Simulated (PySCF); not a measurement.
CH$_{7}$BGeO$_{2}$, singlet, geometry from GFN2-xTB; PySCF with CASSCF(8,6)/STO-3G.

Input for PySCF:
```python
from pyscf import gto, scf, mcscf
import numpy

mol = gto.M(
    atom='''
Ge    1.203387    0.578561    0.041665
C    -0.524045    0.319197   -0.874444
B    -1.426087   -0.696090   -0.033693
O    -1.365525   -2.033963   -0.217255
O    -2.249911   -0.278779    0.953439
H     2.075172    1.529831   -0.725965
H     1.032820    1.147990    1.414682
H     1.964866   -0.701783    0.180898
H    -0.319791   -0.049636   -1.881063
H    -0.997935    1.296232   -0.983379
H    -0.776757   -2.334869   -0.907007
H    -2.288550    0.665490    1.094208
''',
    basis='sto-3g',
    charge=0,
    spin=0,
    verbose=4,
)

mf = scf.RHF(mol)
mf.kernel()
mc = mcscf.CASSCF(mf, 6, 8)
mc.fix_spin_(ss=0.0)
mc.kernel()
occ = numpy.linalg.eigvalsh(mc.fcisolver.make_rdm1(mc.ci, mc.ncas, mc.nelecas))[::-1]
ss = mc.fcisolver.spin_square(mc.ci, mc.ncas, mc.nelecas)[0]
print('natural occupations', occ.round(4), ' <S^2>', round(ss, 4))
```

What the program printed (banner, timings and long lists left out):

```
PySCF version 2.14.0

[INPUT] verbose = 4
[INPUT] num. atoms = 12
[INPUT] num. electrons = 66
[INPUT] charge = 0
[INPUT] spin (= nelec alpha-beta = 2S) = 0
[INPUT] symmetry False subgroup None
[INPUT] Mole.unit = angstrom
[INPUT] Symbol           X                Y                Z      unit          X                Y                Z       unit  Magmom
[...]
nuclear repulsion = 331.863818125361
number of shells = 27
number of NR pGTOs = 135
number of NR cGTOs = 45
basis = sto-3g
ecp = {}

******** <class 'pyscf.scf.hf.RHF'> ********
method = RHF
initial guess = minao
damping factor = 0
level_shift factor = 0
DIIS = <class 'pyscf.scf.diis.CDIIS'>
diis_start_cycle = 1
diis_space = 8
diis_damp = 0
SCF conv_tol = 1e-09
SCF conv_tol_grad = None
SCF max_cycles = 50
direct_scf = True
direct_scf_tol = 1e-13
Set gradient conv threshold to 3.16228e-05
Initial guess from minao.
init E= -2263.35877612786
[...]
cycle= 1 E= -2265.27388170123  delta_E= -1.92  |g|= 0.647  |ddm|=    4
[...]
cycle= 2 E= -2265.41706364278  delta_E= -0.143  |g|= 0.155  |ddm|= 1.05
[...]
cycle= 3 E= -2265.42445215769  delta_E= -0.00739  |g|= 0.0334  |ddm|= 0.228
[...]
cycle= 4 E= -2265.42493011198  delta_E= -0.000478  |g|= 0.0071  |ddm|= 0.0587
[...]
cycle= 5 E= -2265.42495603343  delta_E= -2.59e-05  |g|= 0.0015  |ddm|= 0.0166
[...]
cycle= 6 E= -2265.42495730599  delta_E= -1.27e-06  |g|= 0.000433  |ddm|= 0.0031
[...]
cycle= 7 E= -2265.42495743464  delta_E= -1.29e-07  |g|= 5.41e-05  |ddm|= 0.00122
[...]
cycle= 8 E= -2265.42495743698  delta_E= -2.34e-09  |g|= 1.19e-05  |ddm|= 0.000151
[...]
cycle= 9 E= -2265.42495743711  delta_E= -1.34e-10  |g|= 2.71e-06  |ddm|= 3.73e-05
[...]
Extra cycle  E= -2265.42495743711  delta_E= 4.55e-12  |g|= 1.29e-06  |ddm|= 5.68e-06
converged SCF energy = -2265.42495743711

******** <class 'pyscf.mcscf.mc1step.CASSCF'> ********
CAS (4e+4e, 6o), ncore = 29, nvir = 10
max_cycle_macro = 50
max_cycle_micro = 4
conv_tol = 1e-07
conv_tol_grad = None
orbital rotation max_stepsize = 0.02
orbital rotation threshold for CI restart = 0.01
augmented hessian ah_max_cycle = 30
augmented hessian ah_conv_tol = 1e-12
augmented hessian ah_linear dependence = 1e-14
augmented hessian ah_level shift = 1e-08
augmented hessian ah_start_tol = 2.5
augmented hessian ah_start_cycle = 3
augmented hessian ah_grad_trust_region = 3
kf_trust_region = 3
kf_interval = 4
ci_response_space = 4
ci_grad_trust_region = 3
with_dep4 0
natorb = False
canonicalization = True
sorting_mo_energy = False
ao2mo_level = 2
internal_rotation = False
******** <class 'pyscf.fci.addons.SpinPenaltyFCISolver'> ********
max. cycles = 50
conv_tol = 1e-08
davidson only = True
linear dependence = 1e-12
level shift = 0.001
max iter space = 12
nroots = 1
pspace_size = 400
spin = None
CASCI E = -2265.43369016553  S^2 = 0.0000000
Set conv_tol_grad to 0.000316228
macro iter   1 ( 21 JK    4 micro), CASSCF E = -2265.44074406729  dE = -7.05390175e-03  S^2 = 0.0000000
               |grad[o]|=0.0178  |grad[c]|=0.0317  |ddm|=0.0271  |maxRot[o]|=0.292
macro iter   2 ( 17 JK    4 micro), CASSCF E = -2265.44232135065  dE = -1.57728336e-03  S^2 = 0.0000000
               |grad[o]|=0.012  |grad[c]|=0.00505  |ddm|=0.0125  |maxRot[o]|=0.105
macro iter   3 ( 17 JK    4 micro), CASSCF E = -2265.44273662863  dE = -4.15277984e-04  S^2 = 0.0000000
               |grad[o]|=0.00678  |grad[c]|=0.00561  |ddm|=0.007  |maxRot[o]|=0.131
macro iter   4 ( 17 JK    4 micro), CASSCF E = -2265.44284507717  dE = -1.08448543e-04  S^2 = 0.0000000
               |grad[o]|=0.00425  |grad[c]|=0.00962  |ddm|=0.000777  |maxRot[o]|=0.108
macro iter   5 (  7 JK    2 micro), CASSCF E = -2265.44299436735  dE = -1.49290174e-04  S^2 = 0.0000000
               |grad[o]|=0.00279  |grad[c]|=0.00451  |ddm|=0.00503  |maxRot[o]|=0.0629
macro iter   6 ( 21 JK    4 micro), CASSCF E = -2265.44325874854  dE = -2.64381194e-04  S^2 = 0.0000000
               |grad[o]|=0.00211  |grad[c]|=0.0199  |ddm|=0.0262  |maxRot[o]|=0.221
[...]
               |grad[o]|=0.00102  |grad[c]|=0.00204  |ddm|=0.00139  |maxRot[o]|=0.0957
macro iter  33 ( 23 JK    4 micro), CASSCF E = -2265.44741796554  dE = -4.60045007e-05  S^2 = 0.0000000
               |grad[o]|=0.00113  |grad[c]|=0.00138  |ddm|=0.000649  |maxRot[o]|=0.0727
macro iter  34 ( 21 JK    4 micro), CASSCF E = -2265.44740731655  dE =  1.06489920e-05  S^2 = 0.0000000
               |grad[o]|=0.00107  |grad[c]|=0.00123  |ddm|=0.000145  |maxRot[o]|=0.0165
macro iter  35 ( 25 JK    4 micro), CASSCF E = -2265.44744441234  dE = -3.70957941e-05  S^2 = 0.0000000
               |grad[o]|=0.000951  |grad[c]|=0.000958  |ddm|=0.000435  |maxRot[o]|=0.0539
macro iter  36 ( 21 JK    4 micro), CASSCF E = -2265.44745781184  dE = -1.33994940e-05  S^2 = 0.0000000
               |grad[o]|=0.000913  |grad[c]|=0.000772  |ddm|=0.000174  |maxRot[o]|=0.032
macro iter  37 ( 17 JK    4 micro), CASSCF E = -2265.44740389935  dE =  5.39124908e-05  S^2 = 0.0000000
               |grad[o]|=0.000829  |grad[c]|=0.00724  |ddm|=0.00152  |maxRot[o]|=0.0603
macro iter  38 ( 22 JK    4 micro), CASSCF E = -2265.44743077384  dE = -2.68744911e-05  S^2 = 0.0000000
               |grad[o]|=0.000816  |grad[c]|=0.000783  |ddm|=0.000348  |maxRot[o]|=0.0293
macro iter  39 ( 21 JK    4 micro), CASSCF E = -2265.44743559985  dE = -4.82601718e-06  S^2 = 0.0000000
               |grad[o]|=0.000778  |grad[c]|=0.0007  |ddm|=6.31e-05  |maxRot[o]|=0.049
macro iter  40 (  7 JK    2 micro), CASSCF E = -2265.44747719007  dE = -4.15902109e-05  S^2 = 0.0000000
               |grad[o]|=0.00068  |grad[c]|=0.00141  |ddm|=0.000846  |maxRot[o]|=0.0457
macro iter  41 (  7 JK    2 micro), CASSCF E = -2265.44753251234  dE = -5.53222740e-05  S^2 = 0.0000000
               |grad[o]|=0.00067  |grad[c]|=0.00238  |ddm|=0.00125  |maxRot[o]|=0.0565
macro iter  42 (  7 JK    2 micro), CASSCF E = -2265.44759710507  dE = -6.45927271e-05  S^2 = 0.0000000
               |grad[o]|=0.000663  |grad[c]|=0.00291  |ddm|=0.00148  |maxRot[o]|=0.0629
macro iter  43 (  7 JK    2 micro), CASSCF E = -2265.44766592237  dE = -6.88173031e-05  S^2 = 0.0000000
               |grad[o]|=0.000683  |grad[c]|=0.00285  |ddm|=0.00155  |maxRot[o]|=0.0663
macro iter  44 (  7 JK    2 micro), CASSCF E = -2265.44773419414  dE = -6.82717723e-05  S^2 = 0.0000000
               |grad[o]|=0.000731  |grad[c]|=0.00229  |ddm|=0.0015  |maxRot[o]|=0.0681
macro iter  45 (  7 JK    2 micro), CASSCF E = -2265.44779797437  dE = -6.37802273e-05  S^2 = 0.0000000
               |grad[o]|=0.000792  |grad[c]|=0.00145  |ddm|=0.00138  |maxRot[o]|=0.069
macro iter  46 (  7 JK    2 micro), CASSCF E = -2265.44785454850  dE = -5.65741316e-05  S^2 = 0.0000000
               |grad[o]|=0.000847  |grad[c]|=0.000584  |ddm|=0.00124  |maxRot[o]|=0.0695
macro iter  47 (  7 JK    2 micro), CASSCF E = -2265.44790271030  dE = -4.81617994e-05  S^2 = 0.0000000
               |grad[o]|=0.000883  |grad[c]|=0.000431  |ddm|=0.00112  |maxRot[o]|=0.0697
macro iter  48 (  7 JK    2 micro), CASSCF E = -2265.44794266773  dE = -3.99574305e-05  S^2 = 0.0000000
               |grad[o]|=0.000894  |grad[c]|=0.00111  |ddm|=0.00105  |maxRot[o]|=0.0698
macro iter  49 (  7 JK    2 micro), CASSCF E = -2265.44797559983  dE = -3.29321028e-05  S^2 = 0.0000000
               |grad[o]|=0.000875  |grad[c]|=0.00176  |ddm|=0.00111  |maxRot[o]|=0.0699
macro iter  50 (  7 JK    2 micro), CASSCF E = -2265.44800302859  dE = -2.74287568e-05  S^2 = 0.0000000
               |grad[o]|=0.00082  |grad[c]|=0.00242  |ddm|=0.00133  |maxRot[o]|=0.0699
1-step CASSCF not converged,  50 macro (767 JK 161 micro) steps
CASSCF canonicalization
Density matrix diagonal elements [1.99899584 1.98430764 1.9947779  1.98640594 0.01502344 0.02048923]
CASSCF energy = -2265.44800302859
CASCI E = -2265.44800302859  E(CI) = -13.1153115696707  S^2 = 0.0000000
natural occupations [1.9991 1.9947 1.9921 1.9789 0.0211 0.0141]  <S^2> 0.0
```

The run did not converge; its last values are not results.
